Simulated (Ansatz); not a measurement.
Cartesian coordinates in Å:
```
C -0.892 -0.176 -1.023
In 0.220 -0.034 0.790
O 2.074 0.585 1.091
Cl -0.682 -0.642 2.847
H -0.324 -0.745 -1.758
H -1.839 -0.671 -0.820
H -1.076 0.826 -1.412
H 2.519 0.857 0.285
```

The species carries charge 0 and has multiplicity 1. In: def2 effective core potential.

Task: List the PBE/def2-TZVPP orbital energies in eV (the Gaussian-basis code of Ansatz). (An estimate is asked.)

Result: Ansatz gave: Occupied: -2738.21, -509.87, -269.52, -248.76, -189.44, -189.31, -189.28, -122.28, -80.05, -79.79, -79.70, -24.01, -20.07, -19.40, -19.15, -19.08, -18.93, -18.36, -17.21, -11.51, -10.42, -10.41, -9.63, -7.99, -7.45, -7.42, -6.93, -6.87. Lowest empty: -2.17, -1.74, -0.33, 0.18, 1.21, 1.51, 1.85, 2.23.
